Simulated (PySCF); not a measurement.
# Computed properties of B(I)2(OMe) (CH3BI2O), SMILES COB(I)I

B(I)2(OMe) (CH3BI2O), SMILES O(C)B(I)I. The structure is a stationary point at r2SCAN-D4/def2-SVP. The def2 effective core potentials stand for the cores of I; spin–orbit coupling is left out. One conformer was computed; it need not be the lowest. All values are computed for the isolated molecule unless a solvent is named; none is compared with measurement here.

**Structure.** The optimised structure has Cs symmetry. All 18 harmonic modes at r2SCAN-D4/def2-SVP (PySCF) are real, so it is a minimum. With heavy atoms numbered as in [B:1]([I:2])([I:3])[O:4][CH3:5], the shortest bond between them is B1–O4 at 1.329 Å and the longest B1–I3 at 2.162 Å.

**Vibrations.** The strongest infrared lines (harmonic, unscaled, degenerate partners summed) lie at 1366 cm⁻¹ (473 km/mol, B 33 %, O 28 %, H 27 %, C 12 %), 759 cm⁻¹ (401 km/mol, B 91 %), 1499 cm⁻¹ (140 km/mol, H 62 %, O 19 %, B 16 %). The softest mode is at 76 cm⁻¹ and the zero-point energy is 29.8 kcal/mol.

**Electronic structure.** ωB97X/def2-TZVP (PySCF) places the frontier levels at -9.48 and 1.09 eV, a gap of 10.57 eV, and gives a dipole moment of 2.53 D and a mean polarisability of 93.4 bohr³. PBE/def2-TZVP (PySCF) at the same geometry gives -6.20 and -1.91 eV, so its gap is 6.28 eV narrower. An orbital gap is neither the optical nor the fundamental gap.

**Excitations.** TDDFT-CAM-B3LYP/def2-SVPD (PySCF) has S1 at 5.12 eV (242 nm, f = 0.000, dark); the most intense of the 10 singlets computed lies at 5.83 eV (f = 0.17). T1 (TDA) is at 5.01 eV. TDDFT-PBE/def2-SVPD (PySCF) puts S1 at 4.27 eV. No vertical singlet excitation falls in the visible range (under 3.1 eV).
